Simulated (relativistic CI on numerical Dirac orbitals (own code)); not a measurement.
Energy levels of Ar17+

Computed by Dirac equation for one electron, model QED (radiative potential, 1s self-energy scaled to tabulated hydrogen-like ionisation energies) (own radial code, finite nucleus).

Configuration list: 1s, 2s, 2p, 3s, 3p, 3d, 4s, 4p, 4d, 4f, 5s, 5p, 5d, 5f, 5g, 6s, 6p, 6d. Levels of other configurations are missing.

The lowest level is 1s 2S_1/2, with 100 % of that term; Hund's rules for 1s give 2S with J = 1/2, in agreement.

```csv
No.,Configuration,Term,J,E (eV),%,Landé g,Lifetime (s)
1,1s,2S,1/2,0.00,100,1.991,
2,2p,2P°,1/2,3318.18,100,0.663,1.52e-14
3,2s,2S,1/2,3318.34,100,1.999,
4,2p,2P°,3/2,3323.00,100,1.332,1.53e-14
5,3p,2P°,1/2,3934.30,100,0.665,5.02e-14
6,3s,2S,1/2,3934.34,100,2.001,1.46e-12
7,3d,2D,3/2,3935.72,100,0.799,1.46e-13
8,3p,2P°,3/2,3935.72,100,1.333,5.03e-14
9,3d,2D,5/2,3936.19,100,1.199,1.47e-13
10,4p,2P°,1/2,4149.74,100,0.665,1.17e-13
11,4s,2S,1/2,4149.76,100,2.002,2.09e-12
12,4d,2D,3/2,4150.34,100,0.799,3.40e-13
13,4p,2P°,3/2,4150.34,100,1.334,1.17e-13
14,4f,2F°,5/2,4150.54,100,0.856,6.88e-13
15,4d,2D,5/2,4150.54,100,1.200,3.43e-13
16,4f,2F°,7/2,4150.64,100,1.143,6.90e-13
17,5p,2P°,1/2,4249.38,100,0.665,2.27e-13
18,5s,2S,1/2,4249.39,100,2.002,3.26e-12
19,5d,2D,3/2,4249.68,100,0.799,6.56e-13
20,5p,2P°,3/2,4249.68,100,1.334,2.27e-13
21,5f,2F°,5/2,4249.79,100,0.856,1.33e-12
22,5d,2D,5/2,4249.79,100,1.200,6.61e-13
23,5g,2G,7/2,4249.84,100,0.888,2.23e-12
24,5f,2F°,7/2,4249.84,100,1.143,1.33e-12
25,5g,2G,9/2,4249.87,100,1.111,2.24e-12
26,6p,2P°,1/2,4303.47,100,0.666,3.90e-13
27,6s,2S,1/2,4303.47,100,2.002,4.95e-12
28,6d,2D,3/2,4303.64,100,0.799,1.12e-12
29,6p,2P°,3/2,4303.64,100,1.334,3.89e-13
30,6d,2D,5/2,4303.70,100,1.200,1.13e-12
```

Energies count from the lowest computed level; ° marks odd parity; lifetimes are radiative, by E1, M1, E2, M2 decay to levels of this space only; some are left blank where a channel outside the calculation adds to the decay or the decay crosses a small, uncertain gap.
